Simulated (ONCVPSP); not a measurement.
**What the settings do to the ONCV potential of Ca (Z = 20)**

Base potential:

```json
{"Element": "calcium", "Generator": "ONCVPSP 4.0.1", "Type": "optimised norm-conserving Vanderbilt (ONCV)", "Functional": "PBE", "Relativity": "scalar-relativistic", "Frozen core": "[Ne]", "Valence charge": "10", "Reference configuration": "3s2 3p6 4s1 4p1", "Partial waves": "3s+4s: rc 2.20 bohr, ncon 4, nbas 8, qcut 6.1 1/bohr, 2 projectors; 3p+4p: rc 2.50 bohr, ncon 4, nbas 9, qcut 6.4 1/bohr, 2 projectors; d scattering state at 0.08 Ha: rc 2.20 bohr, ncon 4, nbas 7, qcut 4.7 1/bohr, local", "Local potential": "the d channel", "Core correction": "none"}
```

In the d channel the program set the typed energies aside and used -0.111 Ha.

All-electron outer shells of the reference configuration (PBE, scalar-relativistic, ld1.x):

```tsv
shell	level (eV)	outermost node (bohr)	outermost maximum (bohr)
2p	-336.13	–	0.25
3s	-48.45	0.45	0.99
3p	-29.35	0.42	1.04
4s	-4.42	1.42	3.33
4p	-1.94	1.62	4.28
```

Cutoffs, loose and tight: the cutoffs (Ha) at which the residual kinetic energy of the hardest occupied pseudo-wave falls to 1 and 0.1 mHa per electron. They do not see the model core or the augmentation charge, which bear on the density cutoff. Test errors are all-electron minus pseudo excitation energies from the reference, over the configurations 3s2 3p6 4s2 4p0; 3s2 3p6 4s1 4p0; 3s2 3p6 4s0 4p0; 3s2 3p6 4s0 4p2. A dash means not determined; rows that change the core or the reference have their own tests.

A true bound ghost makes a file unfit for plane-wave use even where its test errors are small: the radial tests pick states by their node count and pass the ghost by.

```csv
change,outcome,"cutoff, loose","cutoff, tight",bound ghosts,GHOST(+) flags above zero,largest test error (meV)
base,"generated, projector energies reset by the program",12 Ha,15 Ha,s,none,-2.2
"all radii scaled by about 0.78 (s 1.72, p 1.96, d 1.72 bohr)","generated, projector energies reset by the program",14 Ha,17 Ha,s,none,-0.8
"all radii scaled by about 0.86 (s 1.90, p 2.16, d 1.90 bohr)","generated, projector energies reset by the program",13 Ha,16 Ha,s,none,-1.2
"all radii scaled by about 1.06 (s 2.32, p 2.64, d 2.32 bohr)","generated, projector energies reset by the program",12 Ha,14 Ha,s,none,-3.0
"all radii scaled by about 1.10 (s 2.42, p 2.76, d 2.42 bohr)","generated, projector energies reset by the program",12 Ha,14 Ha,s,none,-4.5
"all radii scaled by about 1.20 (s 2.64, p 3.00, d 2.64 bohr)","generated, projector energies reset by the program",10 Ha,13 Ha,s,none,-9.4
"all radii scaled by about 1.33 (s 2.92, p 3.32, d 2.92 bohr)","generated, projector energies reset by the program",9.6 Ha,12 Ha,s,none,-16
```

What comes out with this change to the base: all radii scaled by about 1.26 (s 2.78, p 3.16, d 2.78 bohr)?

outcome: generated, projector energies reset by the program; cutoff, loose: 10 Ha; cutoff, tight: 12 Ha; bound ghosts: s; GHOST(+) flags above zero: none; largest test error (meV): -12.

What comes out with this change to the base: all radii scaled by about 0.93 (s 2.04, p 2.32, d 2.04 bohr)?

outcome: generated, projector energies reset by the program; cutoff, loose: 13 Ha; cutoff, tight: 15 Ha; bound ghosts: s; GHOST(+) flags above zero: none; largest test error (meV): -1.6.

Reading the sweep of the scale of all radii (base = 1) (base included, trends over the rows without a ghost): Bound ghosts are found at 0.78, 0.86, 0.93, 1, 1.06, 1.1, 1.2, 1.26, 1.33. Every judged row has one, so this setting neither creates nor removes them.
